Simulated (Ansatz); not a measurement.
Hg3S2⁺. Total charge 1; doublet. Geometry PBE-D4/def2-SVP, basis def2-TZVP, Ansatz.

```csv
atom,x (Å),y (Å),z (Å)
Hg1,0.602,1.055,-3.681
Hg2,0.343,0.085,1.597
Hg3,0.923,0.209,4.488
S4,-1.657,-1.299,-1.352
S5,-0.211,-0.050,-1.053
```

| run | HOMO (eV) | LUMO (eV) |
| --- | --- | --- |
| A | -10.02 | -8.89 |
| B | -10.30 | -8.94 |
| C | -10.65 | -8.41 |
| D | -10.33 | -8.71 |
| E | -10.77 | -8.47 |

In the def2 sets Hg takes a core potential; there is no spin–orbit coupling. HSE06 is defined as in plane-wave codes, on full-range PBE exchange. Another isomer (doublet) lies 0.08 eV lower at PBE-D4/def2-SVP; other spin states weren't run for this one.

HOMO and LUMO are taken over both spins.

Question: The runs used HSE06, PBE, PBE0, r2SCAN, r2SCAN0. Estimate which is which.

Answer: A PBE (0 % exact exchange); B r2SCAN (0 % exact exchange); C PBE0 (25 % exact exchange); D HSE06 (range-separated); E r2SCAN0 (25 % exact exchange). Exact exchange lowers occupied and raises empty levels; among semilocal functionals meta-GGAs tend to open the gap a little, and such runs are hard to tell apart. The gap grows from 1.13 eV (PBE) to 2.31 eV (r2SCAN0). At r2SCAN0-D4/def2-TZVP the charge 1 doublet is spin-contaminated (final ⟨S²⟩ up to 0.88, 0.75 for a pure state).
